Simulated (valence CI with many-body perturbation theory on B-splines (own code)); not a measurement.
## E1 transitions of Xe IV

Method: relativistic CI+MBPT: five valence electrons over a frozen Dirac-Fock core [Kr] 4d10, radial functions for each j: 9 s, 9 p, 8 d, 6 f, 3 g, 1 h, with the one-electron correlation potential Σ1 (screened to all orders), the two-electron term Σ2, the three-electron term Σ3, Breit, model QED; selected single and double excitations, second order for the rest, scaled by the run's own slope (own B-spline code, finite nucleus).

Set against measurement, 50 paired levels are off by 279 cm⁻¹ on average, the worst by 838. These come from a selection out of Saloman, J. Phys. Chem. Ref. Data 33, 765 (2004). Levels without a partner in it may be off by more. Among the levels kept, up to 980 cm⁻¹ of a level comes from second order outside the variational space, and about a tenth of that is noise between levels of different J, which matters for small intervals. 7 measured levels below the end of the list, from 133027 cm⁻¹ on, found no clear computed partner, and computed levels of the same name lie up to 49996 cm⁻¹ from them.

Lines 1 to 50 of 237 in falling wavelength, among levels below 193516 cm⁻¹, chosen from the strongest by gf and those to the six lowest levels. Wavelengths and rates use the calculated energies, so an error of 300 cm⁻¹ moves a line at 4339 Å by 1.3 % and its rate by three times that or more. Electric multipoles are in the length gauge, E1 and E2 with the static RPA response of the core. Weak lines are less certain than strong ones. Lines between different terms over intervals too small for the method are left out, as are lines whose strength nearly cancels. Where a level lies close to another of its J and parity, the split of strength between their lines is uncertain. The highest levels of a list are the least certain.

Names give the largest LS component (configuration and term), which can be under half, so a name can repeat, a term be missing and a line seem to break the LS rules; names also repeat where a configuration has a term twice. Letters in brackets count levels of one name in rising energy.

| λ vac (Å) | λ from measured levels | Upper | Lower | A (s⁻¹) | S (a.u.) |
| --- | --- | --- | --- | --- | --- |
| 4568 |  | 5s²5p²6p ⁴D°_1/2 | 5s²5p²5d ²D_3/2 [a] | 3.23e+06 | 3.04e-01 |
| 4339 | 4429 | 4f5s²5p² ⁴G°_7/2 | 5s²5p²5d ⁴P_5/2 | 1.60e+06 | 5.16e-01 |
| 4128 | 4053 | 5s²5p²6p ⁴D°_1/2 | 5s²5p²5d ⁴P_3/2 | 6.37e+06 | 4.42e-01 |
| 3955 | 3920 | 5s²5p²6p ⁴D°_3/2 | 5s²5p²6s ⁴P_3/2 [a] | 7.73e+06 | 9.44e-01 |
| 3938 |  | 4f5s²5p² ²D°_5/2 | 5s²5p²5d ²D_3/2 [a] | 1.45e+06 | 2.62e-01 |
| 3606 | 3665 | 4f5s²5p² ²D°_5/2 | 5s²5p²5d ⁴P_3/2 | 3.48e+06 | 4.83e-01 |
| 3530 |  | 4f5s²5p² ²G°_7/2 | 5s²5p²5d ⁴P_5/2 | 2.38e+06 | 4.13e-01 |
| 3506 |  | 4f5s²5p² ⁴D°_5/2 | 5s²5p²5d ²D_3/2 [a] | 7.34e+06 | 9.37e-01 |
| 3493 | 3460 | 5s²5p²6p ⁴D°_1/2 | 5s²5p²6s ⁴P_1/2 | 1.65e+08 | 6.93e+00 |
| 3443 |  | 4f5s²5p² ²G°_9/2 | 5s²5p²5d ²G_9/2 | 1.02e+06 | 2.05e-01 |
| 3264 | 3311 | 4f5s²5p² ⁴D°_7/2 | 5s²5p²5d ⁴P_5/2 | 1.47e+07 | 2.02e+00 |
| 3247 | 3210 | 5s²5p²6p ⁴D°_3/2 | 5s²5p²5d ⁴P_5/2 | 1.08e+07 | 7.29e-01 |
| 3241 | 3274 | 4f5s²5p² ⁴D°_5/2 | 5s²5p²5d ⁴P_3/2 | 4.30e+06 | 4.34e-01 |
| 3062 | 3093 | 4f5s²5p² ⁴D°_5/2 | 5s²5p²5d ⁴P_5/2 | 7.88e+06 | 6.69e-01 |
| 2995 | 2977 | 5s²5p²6p ⁴D°_3/2 | 5s²5p²6s ⁴P_1/2 | 2.38e+08 | 1.26e+01 |
| 2829 | 2886 | 4f5s²5p² ⁴F°_3/2 | 5s²5p²6s ⁴P_1/2 | 2.52e+07 | 1.13e+00 |
| 2447 | 2498 | 4f5s²5p² ²D°_5/2 | 5s²5p²5d ⁴D_5/2 | 6.28e+06 | 2.73e-01 |
| 2423 | 2476 | 4f5s²5p² ⁴G°_7/2 | 5s²5p²5d ²F_5/2 [a] | 4.28e+06 | 2.41e-01 |
| 2383 | 2430 | 4f5s²5p² ⁴D°_7/2 | 5s²5p²5d ⁴D_5/2 | 6.22e+07 | 3.32e+00 |
| 2374 | 2375 | 5s²5p²6p ⁴D°_3/2 | 5s²5p²5d ⁴D_5/2 | 4.84e+06 | 1.28e-01 |
| 2318 | 2366 | 4f5s²5p² ⁴G°_9/2 | 5s²5p²5d ⁴F_9/2 | 4.59e+06 | 2.82e-01 |
| 2306 | 2352 | 4f5s²5p² ²D°_5/2 | 5s²5p²5d ⁴D_3/2 | 1.68e+07 | 6.11e-01 |
| 2306 |  | 4f5s²5p² ²G°_7/2 | 5s²5p²5d ²F_7/2 [a] | 3.07e+06 | 1.49e-01 |
| 2247 | 2291 | 4f5s²5p² ⁴G°_5/2 | 5s²5p²5d ⁴F_5/2 | 1.15e+07 | 3.86e-01 |
| 2189 | 2231 | 4f5s²5p² ⁴D°_7/2 | 5s²5p²5d ²F_7/2 [a] | 1.16e+07 | 4.81e-01 |
| 2173 | 2214 | 4f5s²5p² ⁴G°_5/2 | 5s²5p²5d ⁴F_3/2 [b] | 5.66e+07 | 1.72e+00 |
| 2154 |  | 4f5s²5p² ²G°_9/2 | 5s²5p²5d ⁴F_9/2 | 2.12e+07 | 1.05e+00 |
| 2151 | 2185 | 4f5s²5p² ⁴D°_5/2 | 5s²5p²5d ⁴D_3/2 | 6.63e+07 | 1.95e+00 |
| 2149 |  | 4f5s²5p² ²G°_7/2 | 5s²5p²5d ²F_5/2 [a] | 1.57e+08 | 6.13e+00 |
| 2147 | 2190 | 4f5s²5p² ⁴F°_3/2 | 5s²5p²5d ⁴D_3/2 | 2.66e+07 | 5.19e-01 |
| 2146 | 2187 | 4f5s²5p² ⁴G°_7/2 | 5s²5p²5d ⁴F_5/2 | 1.82e+08 | 7.11e+00 |
| 2138 |  | 4f5s²5p² ²G°_7/2 | 5s²5p²5d ⁴F_7/2 | 1.96e+07 | 7.58e-01 |
| 2124 |  | 4f5s²5p² ⁴G°_11/2 | 5s²5p²5d ⁴F_9/2 | 2.26e+08 | 1.28e+01 |
| 2110 |  | 4f5s²5p² ²G°_9/2 | 5s²5p²5d ²F_7/2 [a] | 1.88e+08 | 8.74e+00 |
| 2104 | 2145 | 4f5s²5p² ⁴G°_9/2 | 5s²5p²5d ⁴F_7/2 | 2.23e+08 | 1.03e+01 |
| 2098 | 2139 | 4f5s²5p² ⁴F°_3/2 | 5s²5p²5d ⁴D_1/2 | 7.62e+07 | 1.39e+00 |
| 2084 |  | 4f5s²5p² ⁴G°_5/2 | 5s²5p²5d ⁴F_3/2 [a] | 1.15e+08 | 3.10e+00 |
| 2047 | 2083 | 4f5s²5p² ⁴D°_7/2 | 5s²5p²5d ²F_5/2 [a] | 2.03e+07 | 6.87e-01 |
| 2040 | 2042 | 5s²5p²6p ⁴D°_3/2 | 5s²5p²5d ²F_5/2 [a] | 1.93e+07 | 3.23e-01 |
| 2037 | 2074 | 4f5s²5p² ⁴D°_7/2 | 5s²5p²5d ⁴F_7/2 | 1.22e+07 | 4.06e-01 |
| 2032 | 2028 | 5s²5p²6p ⁴D°_1/2 | 5s²5p²5d ²P_1/2 [a] | 1.31e+07 | 1.08e-01 |
| 1957 | 1956 | 5s²5p²6p ⁴D°_1/2 | 5s²5p²5d ⁴F_3/2 [b] | 6.32e+07 | 4.68e-01 |
| 1928 |  | 4f5s²5p² ²G°_7/2 | 5s²5p²5d ⁴F_5/2 | 1.37e+07 | 3.89e-01 |
| 1885 |  | 5s²5p²6p ⁴D°_1/2 | 5s²5p²5d ⁴F_3/2 [a] | 4.22e+08 | 2.79e+00 |
| 1884 | 1915 | 4f5s²5p² ²D°_5/2 | 5s²5p²5d ⁴F_5/2 | 1.27e+07 | 2.52e-01 |
| 1846 | 1875 | 4f5s²5p² ⁴D°_7/2 | 5s²5p²5d ⁴F_5/2 | 8.64e+06 | 2.14e-01 |
| 1840 | 1842 | 5s²5p²6p ⁴D°_3/2 | 5s²5p²5d ⁴F_5/2 | 4.56e+08 | 5.61e+00 |
| 1832 | 1861 | 4f5s²5p² ²D°_5/2 | 5s²5p²5d ⁴F_3/2 [b] | 1.38e+08 | 2.51e+00 |
| 1790 | 1792 | 5s²5p²6p ⁴D°_3/2 | 5s²5p²5d ⁴F_3/2 [b] | 4.79e+07 | 5.43e-01 |
| 1788 | 1816 | 4f5s²5p² ⁴F°_3/2 | 5s²5p²5d ²P_1/2 [a] | 1.12e+08 | 1.27e+00 |
